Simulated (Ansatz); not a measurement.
Ga9N10H26⁺, a nanocrystal cut from wurtzite GaN (hydrogen-capped). The state is a singlet with charge 1. Geometry r2SCAN-D4/def2-SVP.

```
atom   x (Å)   y (Å)   z (Å)
  N1  -2.666   0.128  -2.085
 Ga2  -1.533  -0.813  -3.550
  N3  -2.734   1.669   0.730
 Ga4  -2.980   0.690   2.496
 Ga5  -1.599   0.745  -0.587
  N6  -0.818  -0.802   0.261
  N7   0.262  -0.783  -2.634
 Ga8   0.279  -1.898  -1.018
  N9  -1.023   0.676   3.049
Ga10   0.185  -0.288   1.828
 N11   0.846  -1.907   2.669
 N12   2.061  -1.825  -0.199
Ga13   2.170  -2.960   1.463
 N14  -0.149   1.867  -1.133
Ga15   0.961   1.033  -2.541
Ga16   0.892   2.564   0.439
 N17   1.596   0.856   1.230
 N18   2.750   0.847  -1.668
Ga19   2.904  -0.093   0.089
 H20  -3.396  -0.530  -1.794
 H21  -3.164   0.891  -2.552
 H22  -2.070  -2.276  -3.584
 H23  -1.513   0.228  -4.715
 H24  -3.669   1.859   0.354
 H25  -2.338   2.595   0.933
 H26  -3.320  -0.792   2.112
 H27  -3.760   1.617   3.469
 H28  -1.587  -1.409   0.569
 H29   0.841  -1.287  -3.320
 H30  -0.314  -3.324  -1.192
 H31  -0.977   0.296   4.000
 H32  -0.711   1.651   3.138
 H33   0.087  -2.547   2.922
 H34   1.341  -1.718   3.545
 H35   2.676  -2.351  -0.835
 H36   1.464  -4.325   1.203
 H37   3.554  -2.712   2.145
 H38  -0.529   2.719  -1.564
 H39   1.053   1.861  -3.853
 H40  -0.185   3.114   1.469
 H41   2.083   3.442  -0.065
 H42   2.136   1.175   2.044
 H43   3.384   0.390  -2.332
 H44   3.150   1.787  -1.561
 H45   4.361  -0.057   0.627
```

Single mean-field runs in def2-SVP, def2-TZVP are fitted with def2-universal-jkfit.

Estimate the orbital energies around the gap (eV) in Ansatz with HF/STO-3G, LDA (SPW92)/def2-TZVP, PBE-D4/def2-SVP, r2SCAN-D4/def2-TZVP, PBE0-D4/def2-SVP.


```csv
orbital,HF/STO-3G,LDA (SPW92)/def2-TZVP,PBE-D4/def2-SVP,r2SCAN-D4/def2-TZVP,PBE0-D4/def2-SVP
HOMO−13,-9.81,-11.25,-11.08,-11.39,-12.53
HOMO−12,-9.79,-11.09,-10.93,-11.29,-12.32
HOMO−11,-9.56,-10.95,-10.77,-11.09,-12.18
HOMO−10,-9.56,-10.80,-10.64,-10.94,-12.06
HOMO−9,-9.55,-10.63,-10.50,-10.84,-11.84
HOMO−8,-9.45,-10.33,-10.18,-10.55,-11.49
HOMO−7,-9.38,-10.20,-10.07,-10.43,-11.38
HOMO−6,-9.35,-10.05,-9.93,-10.28,-11.23
HOMO−5,-9.25,-9.96,-9.82,-10.17,-11.12
HOMO−4,-9.24,-9.79,-9.66,-10.01,-10.92
HOMO−3,-9.19,-9.62,-9.50,-9.85,-10.75
HOMO−2,-9.19,-9.57,-9.44,-9.76,-10.72
HOMO−1,-8.86,-9.49,-9.36,-9.70,-10.62
HOMO,-8.79,-9.35,-9.23,-9.58,-10.50
LUMO,3.98,-4.72,-4.26,-4.14,-3.43
LUMO+1,4.83,-4.71,-4.25,-4.08,-3.36
LUMO+2,5.43,-4.06,-3.60,-3.45,-2.74
LUMO+3,6.20,-3.81,-3.31,-3.19,-2.46
LUMO+4,6.22,-3.70,-3.23,-3.05,-2.41
LUMO+5,6.62,-3.69,-3.17,-3.03,-2.29
```
